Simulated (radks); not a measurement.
Species: Re I. Configuration: [Xe] 4f13 5d6 6p2 (not the ground configuration).

Calculated with a radial shooting solver on a logarithmic mesh with Libxc functionals: Dirac Kohn-Sham, PBE, spin-unpolarised, spherical densities, point nucleus; open shells are shared between the two j in proportion to 2j + 1.

Energy parts (eV):
part                       energy
total                  -454862.86
kinetic                 514546.71
electron-nucleus      -1137236.39
Hartree                 176865.47
exchange-correlation     -9038.64

Orbitals (lengths in bohr, moments of r in powers of bohr; <r^-3> diverges for s and p1/2; r(max) is where P^2 peaks):
1s1/2: occ. 2; eigenvalue (eV) -71576.53; r(max) 0.01123; <1/r> 88.81; small-component weight 8.03e-02
2s1/2: occ. 2; eigenvalue (eV) -12412.82; r(max) 0.06471; <1/r> 21.65; small-component weight 1.82e-02
2p1/2: occ. 2; eigenvalue (eV) -11876.05; r(max) 0.04802; <1/r> 21.60; small-component weight 1.83e-02
2p3/2: occ. 4; eigenvalue (eV) -10436.33; r(max) 0.05497; <1/r> 18.04; <r^-3> 17100; small-component weight 1.65e-02
3s1/2: occ. 2; eigenvalue (eV) -2886.034; r(max) 0.1822; <1/r> 7.945; small-component weight 6.02e-03
3p1/2: occ. 2; eigenvalue (eV) -2646.830; r(max) 0.1705; <1/r> 7.858; small-component weight 5.96e-03
3p3/2: occ. 4; eigenvalue (eV) -2334.209; r(max) 0.1847; <1/r> 6.936; <r^-3> 3890; small-component weight 5.43e-03
3d3/2: occ. 4; eigenvalue (eV) -1933.151; r(max) 0.1446; <1/r> 6.829; <r^-3> 673.8; small-component weight 5.32e-03
3d5/2: occ. 6; eigenvalue (eV) -1865.327; r(max) 0.1485; <1/r> 6.613; <r^-3> 570.3; small-component weight 5.17e-03
4s1/2: occ. 2; eigenvalue (eV) -613.3845; r(max) 0.4127; <1/r> 3.350; small-component weight 2.00e-03
4p1/2: occ. 2; eigenvalue (eV) -513.5794; r(max) 0.4121; <1/r> 3.240; small-component weight 1.91e-03
4p3/2: occ. 4; eigenvalue (eV) -440.2092; r(max) 0.4418; <1/r> 2.920; <r^-3> 914.7; small-component weight 1.71e-03
4d3/2: occ. 4; eigenvalue (eV) -276.4636; r(max) 0.4373; <1/r> 2.711; <r^-3> 140.0; small-component weight 1.52e-03
4d5/2: occ. 6; eigenvalue (eV) -262.8429; r(max) 0.4466; <1/r> 2.636; <r^-3> 116.0; small-component weight 1.46e-03
5s1/2: occ. 2; eigenvalue (eV) -92.3024; r(max) 0.9299; <1/r> 1.327; small-component weight 4.73e-04
5p1/2: occ. 2; eigenvalue (eV) -61.5498; r(max) 0.9911; <1/r> 1.201; small-component weight 3.97e-04
4f5/2: occ. 5.57143; eigenvalue (eV) -56.3954; r(max) 0.4113; <1/r> 2.218; <r^-3> 22.33; small-component weight 1.08e-03
4f7/2: occ. 7.42857; eigenvalue (eV) -53.7857; r(max) 0.4160; <1/r> 2.188; <r^-3> 21.29; small-component weight 1.06e-03
5p3/2: occ. 4; eigenvalue (eV) -49.9841; r(max) 1.071; <1/r> 1.086; <r^-3> 141.6; small-component weight 3.39e-04
5d3/2: occ. 2.4; eigenvalue (eV) -10.0258; r(max) 1.341; <1/r> 0.7618; <r^-3> 11.28; small-component weight 1.72e-04
5d5/2: occ. 3.6; eigenvalue (eV) -8.9668; r(max) 1.382; <1/r> 0.7326; <r^-3> 8.996; small-component weight 1.60e-04
6p1/2: occ. 0.666667; eigenvalue (eV) -3.2903; r(max) 3.102; <1/r> 0.3287; small-component weight 3.22e-05
6p3/2: occ. 1.33333; eigenvalue (eV) -2.5845; r(max) 3.468; <1/r> 0.2924; <r^-3> 8.289; small-component weight 2.54e-05

The highest occupied level is 6p3/2 at -2.584 eV. Summed over all electrons, <r^2> = 85.08 bohr^2, which gives a Langevin (diamagnetic) susceptibility term of -67.4 x 10^-6 cm^3/mol. The density falls to 0.001 e/bohr^3 at r = 5.15 bohr.
